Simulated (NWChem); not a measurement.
Isomers of Si₂H₄OClF, each optimised at PBE0/def2-SVP with NWChem, gas phase unless a solvent is named. Flexible species stand in one conformer each, which need not be the lowest.  Relative energies count from the lowest isomer at each level and are electronic, without zero-point energy, on those geometries.

A: O[Si@@H](F)[SiH2]Cl
B: Cl[SiH2]O[SiH2]F
C: O[Si@](F)([SiH3])Cl
D: O[Si@@H](Cl)[SiH2]F

| quantity | A | B | C | D |
|---|---|---|---|---|
| relative energy, PBE0/def2-SVP (kcal/mol) | (withheld) | 0.0 | 19.1 | 29.1 |
| relative energy, B3LYP/def2-TZVP (kcal/mol) | (withheld) | 0.0 | 26.2 | 34.7 |
| relative energy, PBE0/def2-TZVP (kcal/mol) | (withheld) | 0.0 | 21.7 | 30.9 |
| highest harmonic frequency (cm⁻¹), PBE0/def2-SVP | (withheld) | 2307 | 3911 | 3916 |
| SMD solvation free energy in water, PBE0/def2-SVP (kcal/mol) | (withheld) | 1.1 | -2.8 | -3.4 |

### Question
Complete the blanks.

### Answer

- relative energy, PBE0/def2-SVP (kcal/mol), A: 26.6
- relative energy, B3LYP/def2-TZVP (kcal/mol), A: 32.3
- relative energy, PBE0/def2-TZVP (kcal/mol), A: 28.4
- highest harmonic frequency (cm⁻¹), PBE0/def2-SVP, A: 3923
- SMD solvation free energy in water, PBE0/def2-SVP (kcal/mol), A: -3.5
